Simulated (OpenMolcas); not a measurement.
# Zr²⁺: CASPT2 settings compared

```
Program             : OpenMolcas 26.06
Basis               : ANO-R2 [7s5p4d2f1g]
Scalar Hamiltonian  : X2C, finite nucleus
Active space        : 2 electrons in 5 orbitals (4d)
State averaging     : 2S+1 = 3 even, 10 roots; 2S+1 = 1 even, 14 roots kept (CI in the orbitals of an earlier block)
Spin-orbit coupling : state interaction with AMFI integrals over the reference wave functions, term energies averaged over their components
```

Methods on the same reference wave functions:
A. CASSCF
B. SS-CASPT2, IPEA 0.75 Eh, sigma1 regulariser 0.25 Eh (closed shells correlated: none)
C. SS-CASPT2, IPEA 0.3 Eh, sigma1 regulariser 0.5 Eh (closed shells correlated: none)
D. XMS-CASPT2, IPEA 0.3 Eh, imaginary shift 0.05 Eh (closed shells correlated: 3d 4s 4p)

Energies in cm-1 above 4d2 3F2, the measured ground level; measured values from Moore, Atomic Energy Levels, vol. II, NSRDS-NBS 35 (1971 reprint of NBS Circular 467, 1952); NIST levels as listed in Rynkun, Gaigalas and Jonsson, Astron. Astrophys. 637, A10 (2020).

| Level | A | B | C | D | Measured |
| --- | --- | --- | --- | --- | --- |
| 4d2 3F2 | 0.0 | 0.0 | 0.0 | 0.0 | 0.0 |
| 4d2 3F3 | 685 | 705 | 704 | 732 | 681 |
| 4d2 3F4 | 1520 | 1538 | 1537 | 1561 | 1486 |
| 4d2 1D2 | 8941 | 6440 | 6460 | 4650 | 5742 |
| 4d2 3P0 | 10058 | 9070 | 8800 | 8050 | 8062 |
| 4d2 3P1 | 10271 | 9290 | 9010 | 8260 | 8326 |
| 4d2 3P2 | 10911 | 9830 | 9560 | 8780 | 8838 |
| 4d2 1G4 | 13596 | 12160 | 12150 | 10620 | 11049 |

Deviations, from unrounded energies. A percentage is the sum of absolute deviations over the sum of measured energies, with the sign that they share, or ± where signs differ.

```csv
Against measurement,Levels,A,B,C,D
mean absolute deviation (cm-1),7,1700,690,580,260
fine structure of the ground term (%),2,+1.7,+3.5,+3.4,+5.8
other terms of the ground configuration (%),5,+28.0,+11.4,+9.5,-4.0
```

D lies closest to measurement on these levels and A furthest from it. The largest miss of D in the table is 4d2 1D2, by -1100 cm-1. The ranking rests on the paired levels alone, and a cruder setting can come out closer through cancelling errors.

Among B to D the level of the table that moves most is 4d2 1D2, by 1800 cm-1 (lowest in D, highest in C). Moves below CASPT2's spread within the term are not significant.

The mean deviations of B to D differ by less than CASPT2's widest spread within a term (1700 cm-1), so their order carries little weight.

From A to B the spin-free energies of the other terms of 4d2 shown, above 3F, scale by factors of 0.68 to 0.90.

The lowest spin-free term lies below A's lowest term by 0.005 hartree in B, 0.005 hartree in C, 0.269 hartree in D.

Term energies are means over components that CASPT2 splits; among the terms shown or strongly mixed into the levels shown the widest spread is 1700 cm-1 (4d2 3F, D). Levels of configurations with an s electron are missing; early in the row they begin among the upper levels of the d shell and mix with terms of their name. Terms from blocks run as CI alone lack orbitals of their own. Without dynamic correlation excited terms often stand tens of per cent too high (terms of higher spin than the ground term too low), and those without a measured partner can miss by more than the paired ones (holds for A). Some levels mix across a computed gap that differs much from the measured one, so their mixing is not that of the real levels (holds for A). Some terms miss by over 15 % even with CASPT2, which points to a basis or an active space too small for the shells correlated (holds for D). Computed and measured levels are paired by configuration, term and J; levels that our copy of the source lacks, or whose pairing is in doubt (as where it misses far off the trend of its configuration), stay unpaired and out of the deviations. Levels of configurations outside the active space are missing.
